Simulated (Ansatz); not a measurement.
Computed with Ansatz on PBE0-D4/def2-TZVP structures; ΔE is electronic, products minus reactants. CCSD(T)/CBS adds triple-zeta CCSD(T) − MP2 to the extrapolated MP2 energy (def2 sets, frozen cores). This one scheme is used for every species. Functionals use def2-TZVPP. B3LYP here is the variant with VWN-RPA as its local correlation; programs differ in this. For Ge outer-core shells are correlated without core-valence functions, which leaves a few kJ/mol of doubt a bond. Scalar relativity is left out up to krypton. One conformer a species, not always the lowest.

`OB(Cl)Cl` + `N[SiH2][GeH2][SH]` → `N[SiH2]B(O)Cl` + `[SH][GeH2][Cl]`  (redistribution)

```tsv
level	ΔE (kJ/mol)	difference from CCSD(T)/CBS
PBE-D4	38.9	2.6
r2SCAN-D4	38.8	2.5
PBE0-D4	38.7	2.4
B3LYP-D4	34.8	-1.5
ωB97X-V	32.9	-3.4
ωB97M-V	36.6	0.3
B2PLYP	34.6	-1.7
PBE	38.1	1.8
r2SCAN	38.7	2.4
PBE0	38.0	1.7
B3LYP	33.3	-3.0
HF/def2-TZVPP	23.7	-12.6
MP2/def2-TZVPP	39.8	3.5
SCS-MP2/def2-TZVPP	35.0	-1.3
CCSD/def2-TZVPP	35.4	-0.9
CCSD(T)/def2-TZVPP	36.2	-0.1
HF/def2-QZVPP	23.0	-13.3
MP2/def2-QZVPP	39.6	3.3
SCS-MP2/def2-QZVPP	34.3	-2.0
HF/CBS(def2)	22.9	-13.4
MP2/CBS(def2)	39.9	3.6
CCSD/CBS(def2)	35.5	-0.8
CCSD(T)/CBS	36.3	0
```

Largest T1 diagnostic among the species: 0.012.

In def2-TZVPP, CCSD(T) changes the Hartree–Fock value by +12.5 kJ/mol (the triples alone add +0.9 kJ/mol) and MP2 by +16.1 kJ/mol.
